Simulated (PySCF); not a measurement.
H₂S₂, SMILES SS. Geometry optimised at PBE0-D3(BJ)/def2-TZVP.

TDDFT-PBE/def2-TZVPD (PySCF 2.14.0) puts the lowest singlet excitations at 4.55, 4.56, 5.49, 5.53, 6.05, 6.05 eV.

Question: What are the lowest excitation roots from ADC(2)/aug-cc-pVDZ in PySCF? (An estimate is asked for; the answer gives what the named calculation found.)

Answer: 5.15, 5.16, 5.94, 5.98, 6.86, 6.86 eV. S1 differs by 0.60 eV (second minus first; roots are paired by order, and the bases may differ).
